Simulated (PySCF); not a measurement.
AuCl4, SMILES [Cl][Au-]([Cl])([Cl])[Cl], charge -1, multiplicity 1. The structure is a stationary point at PBE-D3(BJ)/def2-SVPD. The multiplicity is an assumed one; other spin states were not compared. The isomer is the one that the SMILES or the coordinates give; other isomers of the formula were not compared. The def2 effective core potentials stand for the cores of Au; spin–orbit coupling is left out.

Computed equilibrium geometry at PBE-D3(BJ)/def2-SVPD (PySCF confirms it by a frequency run) as a Z-matrix, and its point group:
point group D4h.
```
Au
Cl 1 2.3566
Cl 1 2.3566 2 90.00
Cl 1 2.3566 3 90.00 2 180.00
Cl 1 2.3566 2 90.00 3 180.00
```
Charge -1, spin multiplicity 1.
